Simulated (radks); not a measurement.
Task: All-electron atom: Ca in [Ar] 4s2. All-electron calculation, Dirac Kohn-Sham, Wu-Cohen GGA, spin-unpolarised, spherical densities, finite nucleus; Fermi nuclear charge, rms radius 3.4776 fm. Program: a radial shooting solver on a logarithmic mesh with Libxc functionals.

Spin-orbit splittings of the eigenvalues, e(l+1/2) - e(l-1/2), with zeta = 2 splitting/(2l+1) and mean radii in bohr:

| shell | occ. | splitting (eV) | zeta (eV) | <r> j=l-1/2 | <r> j=l+1/2 |
|---|---|---|---|---|---|
| 2p | 6 | 3.688 | 2.459 | 0.3262 | 0.3287 |
| 3p | 6 | ? | ? | 1.265 | 1.274 |
| 3d | 0 | 0.01710 | 0.006841 | 2.353 | 2.361 |
| 4p | 0 | 0.01798 | 0.01199 | 5.333 | 5.361 |

Estimate the 3p splitting.

Result: 0.3866 eV (zeta = 0.2577 eV).
